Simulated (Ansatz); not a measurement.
System: SnH₂S, charge 0, singlet. SnH2S (SMILES [SH][SnH]).
B3LYP-D3(BJ)/def2-TZVP minimum from Ansatz (a first-principles code):
```xyz
4

Sn     0.1053    -0.4546     0.3971
H      0.4274    -1.5203    -0.9925
S     -0.3189     1.3723    -1.1650
H     -0.5890     2.2938    -0.2239
```
Charge 0, spin multiplicity 1.

Total energies in def2-TZVPP, 12 correlated electrons, 14 frozen orbitals. Radicals and triplets start from unrestricted determinants; spin-orbit coupling is neglected. Cores are frozen in correlated methods (noble-gas shells, and filled d and f shells in the p block). Past Kr the def2 sets carry scalar-relativistic core potentials. Spin-orbit terms, left out, reach several kcal/mol for Br and I, and more for heavier atoms.

| method | program | energy (Eh) | minus CCSDT(Q) (mEh) |
|---|---|---|---|
| HF | Ansatz | -612.08028 | 314.47 |
| MP2 | Ansatz | -612.34598 | 48.76 |
| CCSD | Ansatz | -612.37937 | 15.37 |
| CCSD(T) | Ansatz | -612.39277 | 1.98 |
| CCSDT(Q) | Ansatz | -612.39475 | 0.00 |

Rough core times of Ansatz's runs on a shared machine: CCSD(T) under 20 s, CCSDT(Q) 9 min.
